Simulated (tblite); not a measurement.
Compound: C4H4O2Si.
SMILES with atom numbers: `[O:1]=[CH:2][C:3]1=[CH:4][SiH2:5][C:6]1=[O:7]` (hydrogens: H8 on C2; H9 on C4; H10, H11 on Si5)

Cartesian coordinates in Å at the GFN2-xTB level; atoms count from 1:
```
atom  x, y, z in Å
O1     2.7452   -0.0196    1.0162
C2     2.0547    0.0484    0.0315
C3     0.5893    0.0119    0.0319
C4    -0.2815   -0.0957    1.0658
Si5   -1.8750   -0.0481    0.0178
C6    -0.3155    0.0883   -1.1506
O7    -0.0564    0.1925   -2.3195
H8     2.4894    0.1466   -0.9814
H9    -0.0003   -0.1754    2.1036
H10   -2.7024    1.1404    0.1805
H11   -2.6421   -1.2866   -0.0218
```

Level: GFN2-xTB in tblite, geometry and Hessian alike; calculated harmonic values, unscaled, isolated species. Errors from tens to a few hundred cm⁻¹ against measured bands are possible. Modes of hydrogen on silicon can be 10 to 20 % off. One conformer, not necessarily the lowest.

Harmonic wavenumbers (cm⁻¹): 45.8, 113.2, 151.6, 226.7, 324.8, 382.7, 439.8, 442.6, 550.6, 589.7, 602.0, 732.0, 750.6, 778.0, 830.4, 877.0, 921.5, 1078.9, 1203.6, 1366.4, 1558.9, 1739.6, 1787.8, 2307.5, 2314.5, 2789.4, 3098.3.

A = 4025, B = 1626, C = 1174 MHz; mass 111.998 u (most abundant isotopes); point group Cs, symmetry number 1.

Zero-point energy?

Half the sum of the wavenumbers: 14002 cm⁻¹ = 167.50 kJ/mol.

Entropy at 298.15 K, 1 bar (ideal gas, RRHO, classical rotation)?

Translation 167.70, rotation 117.68, vibration 81.75: S = 367.1 J/(mol K).

And Cp and H(298.15 K) − H(0)?

Cp = 122.28 J/(mol K), of which vibrations give 89.02 (their classical limit is 27 R = 224.5); H(298.15 K) − H(0) = 23.06 kJ/mol without the zero-point energy, 13.14 from vibrations.

Which modes carry the vibrational entropy at 298.15 K?

45.8 cm⁻¹: 20.88; 113.2 cm⁻¹: 13.44; 151.6 cm⁻¹: 11.10; 226.7 cm⁻¹: 7.97; 324.8 cm⁻¹: 5.38; 382.7 cm⁻¹: 4.30 J/(mol K); the other 21 give 18.67 together.

How do the functions run with temperature in this model?

```
 T (K)  S (J/(mol K))  Cp (J/(mol K))  H − H(0) (kJ/mol)  G − H(0) (kJ/mol)  ln q(vib)
    50          234.7            46.8               1.95              -9.79       0.37
   100          271.8            61.7               4.66             -22.51       1.12
373.15          396.6           140.1              32.92            -115.06       5.86
   500          441.0           163.6              52.26            -168.25       8.08
   750          513.7           194.4              97.34            -287.94      12.16
  1000          572.4           213.4             148.49            -423.94      15.82
```

q(vib) and H(0) count from the zero-point level.

What must be added to the electronic energy to get the Gibbs energy at 298.15 K and 1 bar?

ZPE + [H(298.15 K) − H(0)] − T·S = 167.50 + 23.06 − 109.46 = 81.10 kJ/mol.

Hindered rotation and anharmonicity are outside this model. Other conformers, if any are populated, would add a mixing term that is left out.

Time: 0.23 s. Hardware: one thread, Arm Neoverse V2 (aarch64), shared host. The figure is for the frequency step alone.
